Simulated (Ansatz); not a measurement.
`[H]/C=C/c1ccc(/C=C/c2ccc(/C=C/c3ccccc3)cc2)cc1` with charge +1. The state is a doublet with charge 1. Geometry PBE-D4/def2-SVP, that of the neutral singlet; atoms count from 1.

Cartesian coordinates in Å:
```
H 3.1275 -9.9364 1.8895
C 2.9153 -8.9502 1.4508
C 2.2603 -8.0004 2.1559
C 1.9046 -6.6473 1.7124
C 2.2333 -6.1347 0.4341
C 1.8695 -4.8414 0.0642
C 1.1601 -3.9829 0.9454
C 0.8136 -2.6382 0.5001
C 0.1813 -1.6711 1.2256
C -0.1628 -0.3271 0.7804
C 0.0956 0.1575 -0.5309
C -0.2479 1.4510 -0.9073
C -0.8736 2.3470 0.0018
C -1.2538 3.7115 -0.3435
C -1.1077 4.3217 -1.5535
C -1.4882 5.6900 -1.9005
C -2.0488 6.6040 -0.9720
C -2.3968 7.9010 -1.3602
C -2.1968 8.3274 -2.6858
C -1.6413 7.4387 -3.6195
C -1.2919 6.1399 -3.2302
C -1.1319 1.8639 1.3086
C -0.7885 0.5657 1.6862
C 0.8297 -4.4986 2.2242
C 1.1940 -5.7930 2.5925
H 3.2599 -8.7865 0.4165
H 1.9431 -8.2428 3.1866
H 2.7857 -6.7618 -0.2816
H 2.1395 -4.4668 -0.9362
H 1.1152 -2.4072 -0.5359
H -0.1077 -1.8968 2.2664
H 0.5770 -0.5000 -1.2701
H -0.0259 1.7815 -1.9330
H -1.7093 4.2824 0.4839
H -0.6623 3.7473 -2.3839
H -2.2118 6.2939 0.0710
H -2.8300 8.5920 -0.6206
H -2.4723 9.3495 -2.9869
H -1.4787 7.7606 -4.6596
H -0.8567 5.4455 -3.9666
H -1.6158 2.5334 2.0375
H -1.0036 0.2209 2.7101
H 0.2753 -3.8751 2.9413
H 0.9237 -6.1681 3.5928
```

Single mean-field runs in def2-TZVP are fitted with def2-universal-jkfit.

Question: Estimate the Mulliken populations of the heavy atoms from the PBE0/def2-TZVP orbitals of Ansatz.

Answer: 
```csv
atom,charge (e),spin (α − β)
C2,-0.20,0.16
C3,-0.22,-0.07
C4,0.29,0.13
C5,-0.20,-0.04
C6,-0.18,0.06
C7,0.28,0.01
C8,-0.13,0.15
C9,-0.17,0.05
C10,0.31,0.08
C11,-0.19,0.02
C12,-0.20,0.00
C13,0.32,0.11
C14,-0.19,0.00
C15,-0.11,0.17
C16,0.26,-0.01
C17,-0.19,0.07
C18,-0.12,-0.04
C19,-0.09,0.11
C20,-0.12,-0.04
C21,-0.19,0.07
C22,-0.19,0.00
C23,-0.19,0.03
C24,-0.19,0.07
C25,-0.18,-0.05
```
Mulliken values depend strongly on the basis.

Question: Where does the spin sit?

Answer: Summed by element: H -0.05, C 1.05, of 1 unpaired in all. Largest on single atoms: C15 0.17, C2 0.16, C8 0.15.

Question: And the Mayer bond orders between heavy atoms (over 0.3)?

Answer: C2–C3 1.82 (1.35 Å); C3–C4 1.04 (1.47 Å); C4–C5 1.26 (1.42 Å); C4–C25 1.26 (1.42 Å); C5–C6 1.54 (1.39 Å); C6–C7 1.23 (1.42 Å); C7–C8 1.13 (1.46 Å); C7–C24 1.26 (1.42 Å); C8–C9 1.57 (1.36 Å); C9–C10 1.15 (1.46 Å); C10–C11 1.22 (1.42 Å); C10–C23 1.22 (1.42 Å); C11–C12 1.59 (1.39 Å); C12–C13 1.22 (1.42 Å); C13–C14 1.14 (1.46 Å); C13–C22 1.23 (1.42 Å); C14–C15 1.60 (1.36 Å); C15–C16 1.10 (1.46 Å); C16–C17 1.30 (1.42 Å); C16–C21 1.28 (1.42 Å); C17–C18 1.50 (1.40 Å); C18–C19 1.38 (1.41 Å); C19–C20 1.40 (1.40 Å); C20–C21 1.47 (1.40 Å); C22–C23 1.52 (1.40 Å); C24–C25 1.53 (1.39 Å).
